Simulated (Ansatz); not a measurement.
Geometry optimisation, RKS PBE0-D4/6-31G in Ansatz.

The input (input.yaml):

```yaml
crystal:
  periodic: [false, false, false]
  atoms:
    - { symbol: Al, position_ang: [0.0, 0.0, 0.0] }
    - { symbol: O, position_ang: [0.0, 0.0, 1.78] }
    - { symbol: Si, position_ang: [-1.3147, -0.4067, 2.7436] }
    - { symbol: H, position_ang: [-2.239, -1.2403, 1.9804] }
    - { symbol: H, position_ang: [-0.8506, -1.1432, 3.9157] }
    - { symbol: H, position_ang: [-1.9987, 0.8095, 3.1733] }
    - { symbol: F, position_ang: [1.4635, 0.0, -0.845] }
    - { symbol: "N", position_ang: [-1.6627, 0.0, -0.96] }
    - { symbol: H, position_ang: [-2.3316, -0.8164, -0.8614] }
    - { symbol: H, position_ang: [-1.9118, 0.8164, -1.5886] }
basis:
  gaussian: { orbitals: "6-31G" }
hamiltonian:
  xc: pbe0
  dispersion: d4
relax:
  f_tol: 0.02
  max_steps: 40
```

Launched with:

```bash
$ ansatz run input.yaml --threads 1 --pin off --max-ram 2048MiB --backend cpu --events-out ev --progress --plain --runs-dir out
```

Task: Where does it end, and by what steps?

Result: The run converged. Limits of this set-up: no polarisation functions. After 14 steps the energy has fallen by 1.007 eV; H10 moved furthest, 1.32 Å.

```
step  energy less start (eV)  largest force component (eV/Å)  accepted
   0                  0.0000                           2.444       yes
   1                 -0.4832                           1.214       yes
   2                 -0.6443                           1.208       yes
   3                 -0.7500                           0.573       yes
   4                 -0.8440                           0.389       yes
   5                 -0.9123                           0.210       yes
   6                 -0.9364                           0.714       yes
   7                 -0.9924                           0.125       yes
   8                 -0.9981                           0.080       yes
   9                 -1.0005                           0.434       yes
  10                 -1.0066                           0.029       yes
  11                 -1.0067                           0.051       yes
  12                 -1.0068                           0.021       yes
  13                 -1.0068                           0.018        no
  14                 -1.0068                           0.012       yes
```

```xyz
10
Properties=species:S:1:pos:R:3
Al -0.382 0.069 -0.104
O -0.924 -0.228 1.469
Si -1.343 -0.503 3.081
H -2.603 -1.324 3.145
H -0.243 -1.246 3.789
H -1.580 0.807 3.782
F 1.259 0.443 -0.372
N -1.451 0.012 -1.518
H -2.436 -0.199 -1.471
H -1.142 0.188 -2.462
```

Whether the end is a true minimum wasn't checked by a vibrational analysis.

The run took 59 s on 1 thread of Intel(R) Xeon(R) CPU @ 2.60GHz (Ice Lake), on a shared host, peak memory 0.21 GiB.
